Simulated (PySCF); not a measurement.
BH4Sb.
Cartesian coordinates in Å at the PBE0-D3(BJ)/def2-SVP level; atoms count from 1:
```
atom  x, y, z in Å
B1     1.0254    0.0885   -0.0337
Sb2   -1.0596   -0.0391   -0.7589
H3     1.5389    1.1687    0.1293
H4     1.6928   -0.9118    0.0695
H5    -1.6795    1.1543    0.2964
H6    -1.5109   -1.3528    0.2369
```

Method: PBE0-D3(BJ)/def2-SVP geometry optimisation, gas phase, def2 core potentials past Kr (PySCF).

Task: Which atoms are bound to Sb2, and at what distances?

Result: 3 atoms: H6 1.709 Å, H5 1.709 Å, B1 2.211 Å. The nearest atom not counted as bound is H3, at 3.00 Å (others tie with it).

Task: List the angles at Sb2.

Result: 
| angle | degrees | distance of the outer atoms (Å) |
| --- | --- | --- |
| B1–Sb2–H6 | 95.9 | 2.93 |
| B1–Sb2–H5 | 95.7 | 2.93 |
| H5–Sb2–H6 | 94.7 | 2.51 |

Task: What is the shape at Sb2?

Result: Pyramidal: angles 95.9°, 95.7° and 94.7°, sum 286.2°, 0.96 Å off the plane of its three neighbours.

Task: What are the other bond lengths?

Result: B1–H3, B1–H4 1.207 Å.

Task: What are the rotational constants (commonest isotopes, rigid rotor)?

Result: A = 63391, B = 7658, C = 7348 MHz: a near-prolate asymmetric top.

Point group: Cs (every atom within 0.08 Å of its image). Charge 0, singlet. Whether it is a minimum is left open (no frequencies).

One conformer stands for the species.
